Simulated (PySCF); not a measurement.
## A series of related molecules

Theory: TDDFT PBE0/def2-SVPD circular dichroism and optical rotation, one conformer, gas phase in PySCF. Geometry: GFN2-xTB.

Each molecule in one low-energy conformer. The parent is [SiH3][C@@H]1CC[C@H]1Br.

The calculation is non-relativistic, which matters for the atoms heavier than Zn.

How does the specific rotation at 589.3 nm (origin-invariant length gauge) change along this series?
- [SiH3][C@@H]1CC[C@H]1Br (base)
- [SiH3][C@@H]1CC[C@@H]1Br (diastereomer)


```
                molecule  [α]589 (deg dm⁻¹ (g/mL)⁻¹)  S1 (eV)  R(S1), velocity form (10⁻⁴⁰ esu² cm²)
 [SiH3][C@@H]1CC[C@H]1Br                      -152.0     5.99                                   -0.3
[SiH3][C@@H]1CC[C@@H]1Br                       -62.2     5.99                                   -3.2
```
The specific rotation at 589.3 nm (origin-invariant length gauge) is lowest for [SiH3][C@@H]1CC[C@H]1Br and highest for [SiH3][C@@H]1CC[C@@H]1Br.
